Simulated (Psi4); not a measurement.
CHF2 (SMILES F[CH]F), doublet, at a GFN2-xTB geometry. Base run: R2SCAN/6-31G (Psi4).

Input for Psi4:
```
memory 2 GB

molecule mol {
0 2
F    -1.100516   -0.213408   -0.061717
C     0.010213    0.450670    0.226296
F     1.090794   -0.252782   -0.082197
H     0.026219    1.491692   -0.062547
}

set {
  basis 6-31g
  reference uks
}

energy('r2scan')
print_variables()
```

Variants of this job, named by their change:

```json
[
 {"change": "base", "ΔE vs base (mEh)": "0.000", "SCF cycles": "8", "grid points": "86860", "basis functions": "29"},
 {"change": "puream = false", "ΔE vs base (mEh)": "0.000", "SCF cycles": "8", "grid points": "86860", "basis functions": "29"},
 {"change": "d_convergence = 1e-8", "ΔE vs base (mEh)": "0.000", "SCF cycles": "11", "grid points": "86860", "basis functions": "29"},
 {"change": "d_convergence = 1e-10", "ΔE vs base (mEh)": "0.000", "SCF cycles": "14", "grid points": "86860", "basis functions": "29"},
 {"change": "scf_type = disk_df", "ΔE vs base (mEh)": "0.000", "SCF cycles": "8", "grid points": "86860", "basis functions": "29"},
 {"change": "scf_type = mem_df", "ΔE vs base (mEh)": "0.000", "SCF cycles": "8", "grid points": "86860", "basis functions": "29"},
 {"change": "e_convergence = 1e-8", "ΔE vs base (mEh)": "0.000", "SCF cycles": "8", "grid points": "86860", "basis functions": "29"},
 {"change": "dft_radial_points = 50", "ΔE vs base (mEh)": "0.368", "SCF cycles": "8", "grid points": "58882", "basis functions": "29"},
 {"change": "puream = true", "ΔE vs base (mEh)": "-0.051", "SCF cycles": "8", "grid points": "86860", "basis functions": "29"},
 {"change": "cholesky_tolerance = 1e-6 (with scf_type cd)", "ΔE vs base (mEh)": "0.050", "SCF cycles": "8", "grid points": "86860", "basis functions": "29"},
 {"change": "dft_pruning_scheme = treutler", "ΔE vs base (mEh)": "-0.029", "SCF cycles": "8", "grid points": "48306", "basis functions": "29"},
 {"change": "dft_spherical_points = 974", "ΔE vs base (mEh)": "-0.013", "SCF cycles": "8", "grid points": "279599", "basis functions": "29"},
 {"change": "dft_nuclear_scheme = becke", "ΔE vs base (mEh)": "0.032", "SCF cycles": "8", "grid points": "86648", "basis functions": "29"}
]
```

Open shells are given as the SCF converged; they aren't shown to be the lowest states, and a large step between rows can be another state.
